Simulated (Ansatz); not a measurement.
System: tribromo(ethenyl)germane, C$_{2}$H$_{3}$Br$_{3}$Ge, charge 0, multiplicity 1. SMILES: [Br][Ge]([Br])([CH]=C)[Br]
Structure (B3LYP-D3(BJ)/def2-TZVP (Ansatz, a quantum-chemistry and plane-wave program) minimum search):
```
C
C 1 1.3252
H 2 1.0834 1 122.20
H 2 1.0845 3 116.66 1 -180.00
H 1 1.0846 2 121.87 3 180.00
Ge 1 1.9329 5 115.30 2 180.00
Br 6 2.3145 1 110.92 5 -180.00
Br 6 2.3157 1 110.48 5 -59.41
Br 6 2.3157 1 110.48 5 59.41
```
Charge 0, spin multiplicity 1.

Computed values are from Ansatz. Cores are frozen in the correlated levels unless marked. Open shells are spin-unrestricted. No spin-orbit coupling. Frozen are the shells of the preceding noble gas and the d and f shells that filled before the atom's block. Non-relativistic. Basis-set limits of correlation are two-point, X^-3; Hartree-Fock from the larger set.

```yaml
atomisation energy De: 744.0 kcal/mol at CCSD(T)/CBS(aug-cc-pVTZ,aug-cc-pVQZ)
total_energy: -9871.6002 Eh at CCSD(T)/CBS(aug-cc-pVTZ,aug-cc-pVQZ)
dipole_moment: 2.49 D at CCSD(T)/aug-cc-pVDZ
T1 diagnostic: 0.010 at CCSD/aug-cc-pVQZ
```
